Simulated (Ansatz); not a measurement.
Consider the hydrogenolysis of the Al–B bond: `N[BH][Al]([Cl])[Cl]` + H₂ → `[Cl][AlH][Cl]` + `BN`.

Gas-phase electronic energies from Ansatz, PBE0-D4/def2-TZVP geometries. CCSD(T)/CBS adds triple-zeta CCSD(T) − MP2 to the extrapolated MP2 energy (def2 sets, frozen cores). This one scheme is used for every species. DFT in def2-TZVPP. Each species was taken in one conformer, which may not be the lowest.

`N[BH][Al]([Cl])[Cl]`:

```xyz
8

N     1.452    0.389    0.132
B     0.190    0.441    0.700
Al   -1.370   -0.507   -0.370
Cl   -3.390   -0.635    0.176
Cl   -0.864   -1.438   -2.196
H     1.651   -0.068   -0.744
H     2.266    0.807    0.556
H     0.066    1.011    1.746
```

H₂:

Cartesian coordinates in Å:
```
H 0.354 0.116 -0.020
H -0.354 -0.116 0.020
```

`[Cl][AlH][Cl]`:

Cartesian coordinates in Å:
```
Cl 1.259 0.384 1.522
Al -0.041 -0.137 -0.019
Cl -0.726 1.372 -1.280
H -0.491 -1.620 -0.223
```

`BN`:

Z-matrix (Å, degrees):
```
B
N 1 1.385
H 1 1.197 2 119.0
H 1 1.197 2 119.0 3 -180.0
H 2 1.006 1 123.2 3 -0.0
H 2 1.006 1 123.2 3 180.0
```

(1) Is it downhill or uphill in electronic energy at CCSD(T)/CBS, and by how much? (Best estimate.)

(2) What do these levels give: B2PLYP, revPBE, BHLYP, CAM-B3LYP, LC-ωPBE, HF/CBS(def2)? (An estimate is asked.)

Largest T1 diagnostic among the species: 0.012.

Results:

(1) Ansatz gave: Downhill: ΔE = -32.9 kJ/mol.

(2) Ansatz gave: B2PLYP -40.0, revPBE -28.2, BHLYP -50.3, CAM-B3LYP -45.2, LC-ωPBE -38.2, HF/CBS(def2) -66.7 kJ/mol.

From r2SCAN to r2SCAN0 (25 % exact exchange), in def2-TZVPP and without D4, ΔE moves by −5.0 kJ/mol. In def2-TZVPP, CCSD(T) changes the Hartree–Fock value by +31.6 kJ/mol (the triples alone add +5.9 kJ/mol) and MP2 by +31.2 kJ/mol. The D4 term adds +9.2 kJ/mol with B3LYP and +5.3 kJ/mol with PBE0; it sums over pairs of atoms, weighted by their polarisabilities, and B3LYP, whose exchange is more repulsive, gets the larger term.

B3LYP here is the variant with VWN-RPA as its local correlation; programs differ in this.
